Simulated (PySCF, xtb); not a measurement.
C₃H₁₁NSi₂, SMILES C=CN([SiH3])C[SiH3].

GFN2-xTB run with xtb at its own geometry gives an orbital gap of 4.07 eV and a dipole moment of 1.00 D.

Geometry optimised at B3LYP-D3(BJ)/def2-SVP. This is a generated structure with no PubChem entry under its InChIKey; it may be hypothetical. One conformer was computed; it need not be the lowest.

Question: What does CAM-B3LYP/def2-TZVP (PySCF) give? (An estimate is asked for; the answer gives what the named calculation found.)

Answer: gap 8.42 eV (levels -7.14 and 1.28 eV), dipole 1.26 D.
